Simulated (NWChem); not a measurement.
System: CH5AgO2; SMILES C[O][Ag]<-[OH2]

Input file for NWChem:

```
start job
memory heap 200 mb stack 900 mb global 1100 mb
geometry units angstroms
  Ag    -0.155808     0.091902     0.145999
  O      1.461068    -0.508842    -0.911169
  C      1.597744    -1.364235    -2.000131
  H      1.020058    -1.035147    -2.876122
  H      2.659331    -1.374824    -2.284526
  H      1.303854    -2.397732    -1.765262
  O     -1.685288     1.062050     1.600183
  H     -1.500967     1.889953     2.047946
  H     -2.287678     0.557589     2.150116
end
basis spherical
  * library def2-svp
end
ecp
  Ag library def2-ecp
end
dft
  xc pbe0
  iterations 150
end
driver
  maxiter 120
end
task dft optimize
```

Excerpt of the output:

```
             Northwest Computational Chemistry Package (NWChem) 7.3.0
             --------------------------------------------------------

 C1  symmetry detected

                             Geometry "geometry" -> ""
                             -------------------------

 Output coordinates in angstroms (scale by  1.889725989 to convert to a.u.)

  No.       Tag          Charge          X              Y              Z
 ---- ---------------- ---------- -------------- -------------- --------------
    1 Ag                  47.0000    -0.00147122    -0.27733988     0.00039642
    2 O                    8.0000     0.47143081     1.68913763    -0.04559728
    3 C                    6.0000    -0.30956197     2.83795098     0.03498759
    4 H                    1.0000    -0.88975965     2.89469739     0.96747391
    5 H                    1.0000     0.36717090     3.70358603     0.00913836
    6 H                    1.0000    -1.00829449     2.93406440    -0.80892348
    7 O                    8.0000    -0.05582900    -2.59923834     0.03170231
    8 H                    1.0000     0.70640840    -3.11846696     0.29492295
    9 H                    1.0000    -0.57382059    -3.12580689    -0.58000939

 Effective nuclear repulsion energy (a.u.)     330.2738991062

                                Z-matrix (autoz)
                                --------

 Units are Angstrom for bonds and degrees for angles

[...]

      ----------------------
      Optimization converged
      ----------------------

  Step       Energy      Delta E   Gmax     Grms     Xrms     Xmax
  ---- ---------------- -------- -------- -------- -------- --------
@   30    -338.13322616 -1.8D-07  0.00003  0.00001  0.00057  0.00135
                                     ok       ok       ok       ok

                                Z-matrix (autoz)
                                --------

 Units are Angstrom for bonds and degrees for angles

      Type          Name      I     J     K     L     M      Value     Gradient
      ----------- --------  ----- ----- ----- ----- ----- ---------- ----------
    1 Stretch                  1     2                       1.98988   -0.00001
    2 Stretch                  1     7                       2.20144    0.00001
    3 Stretch                  2     3                       1.37763   -0.00003
    4 Stretch                  3     4                       1.11478   -0.00000
    5 Stretch                  3     5                       1.11232   -0.00000
    6 Stretch                  3     6                       1.11479   -0.00000
    7 Stretch                  7     8                       0.96476    0.00000
    8 Stretch                  7     9                       0.96477    0.00001
    9 Bend                     1     2     3               121.32779   -0.00001
   10 Bend                     1     7     8               114.98432    0.00000
   11 Bend                     1     7     9               114.98023    0.00000
   12 Bend                     2     1     7               174.61619    0.00000
   13 Bend                     2     3     4               114.72247    0.00000
   14 Bend                     2     3     5               109.62392    0.00000
   15 Bend                     2     3     6               114.72139    0.00000
   16 Bend                     4     3     5               105.51816   -0.00000
   17 Bend                     4     3     6               105.95887   -0.00000
   18 Bend                     5     3     6               105.51774   -0.00000
   19 Bend                     8     7     9               105.79722    0.00000
   20 Torsion                  1     2     3     4          61.49688    0.00000
   21 Torsion                  1     2     3     5         179.97800    0.00000
   22 Torsion                  1     2     3     6         -61.54214    0.00000
   23 Torsion                  2     1     7     8          61.18474    0.00000
   24 Torsion                  2     1     7     9         -62.07429   -0.00000
   25 Torsion                  3     2     1     7         179.98506    0.00000

                         Geometry "geometry" -> "geometry"
                         ---------------------------------

 Output coordinates in angstroms (scale by  1.889725989 to convert to a.u.)

[...]
```

Level: PBE0/def2-SVP with def2 effective core potentials on Ag. No frequency run checked for a minimum. def2 effective core potentials on Ag; no spin-orbit coupling.
